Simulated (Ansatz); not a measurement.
Bond stretch in Si(Me)(OMe)3, C4H12O3Si, SMILES CO[Si](C)(OC)OC. The Si3–C17 bond (Si3 also carries O, O, O; C17 carries H, H, H) is varied alone, starting from the PBE0/def2-SVP optimised geometry. Each curve is given relative to its own lowest point near equilibrium.

```tsv
R / Å	A	B	C
1.52	45.8	47.2	45.2
1.63	17.2	18.4	16.9
1.74	3.9	4.6	3.8
1.82	0.4	0.6	0.3
1.86	0.0	0.0	0.0
1.91	0.5	0.2	0.6
1.99	3.1	2.3	3.3
2.09	8.6	6.9	8.8
2.23	18.4	15.7	18.8
2.43	34.4	30.0	35.1
2.72	57.2	50.2	58.5
3.07	80.6	70.8	82.6
3.42	94.1	86.7	95.2
3.91	101.4	102.5	102.3
4.56	104.2	115.2	105.0
5.43	104.9	123.0	105.8
```

Energies in kcal/mol.

Q: Assign the columns to these levels of theory: restricted PBE/def2-SVP run with Ansatz (a first-principles code); unrestricted CAM-B3LYP/def2-SVP (Ansatz); unrestricted PBE0/def2-SVP run with Ansatz.

A: A is UKS-PBE0; B is RKS-PBE; C is UKS-CAM-B3LYP.

The restricted form behind RKS-PBE keeps the bonding electrons paired and can't separate into open-shell fragments. The unrestricted determinant behind UKS-CAM-B3LYP, UKS-PBE0 is spin-contaminated at 3.07 to 5.43 Å (<S²> up to 1.0, against 0.00 for a pure singlet).
